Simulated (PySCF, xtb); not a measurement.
Nb(NH)(F)2(OH) (F2H2NNbO), SMILES [Nb]([F])(=[NH])([OH])[F], multiplicity 1. One conformer was computed; it need not be the lowest.

Harmonic wavenumbers (cm⁻¹) from GFN2-xTB (xtb) at its own minimum, in rising order: 123, 141, 184, 197, 208, 407, 421, 428, 528, 574, 609, 611, 915, 3343, 3575.

Question: What does PBE-D3(BJ)/def2-SVP (PySCF) give at its own minimum? (Estimate from the structure and the level; the computed values follow.)

Answer: 162, 174, 203, 233, 240, 414, 497, 515, 623, 667, 693, 738, 996, 3556, 3769. Paired by order, the mean absolute difference is 81 cm⁻¹ and the zero-point energies are 17.5 and 19.3 kcal/mol.
